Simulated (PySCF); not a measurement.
**How methods differ on the ionisation energy of F⁺**

F⁺ [He] 2s2 2p4 (3P) → F²⁺ [He] 2s2 2p3 (4S), as a difference of total energies. All numbers are calculated (PySCF 2.14, scalar relativity by spin-free X2C-1e, in x2c-QZVPPall with one added diffuse shell each of s, p, d, f type (8s5p4d3f1g, 73 functions)). Correlated levels: valence: 1s2 frozen. The calculations carry no spin-orbit coupling.

```json
{"method": "UHF", "ionisation energy (eV)": "33.388"}
{"method": "MP2 (valence)", "ionisation energy (eV)": "34.735"}
{"method": "SCS-MP2 (valence)", "ionisation energy (eV)": "34.866"}
{"method": "CCSD (valence)", "ionisation energy (eV)": "34.771"}
{"method": "CCSD(T) (valence)", "ionisation energy (eV)": "34.801"}
```

Question: How much does correlation contribute at CCSD(T) (valence)?

Answer: 34.801 − (33.388) = 1.413 eV, measured against UHF.

A first-order spin-orbit estimate (lowest level to lowest level, LS coupling) adds 0.020 eV.

Errors of the correlated levels include the incompleteness of this basis and the frozen core.

For comparison: 34.971 eV (measured; NIST Atomic Spectra Database, ionization energies).
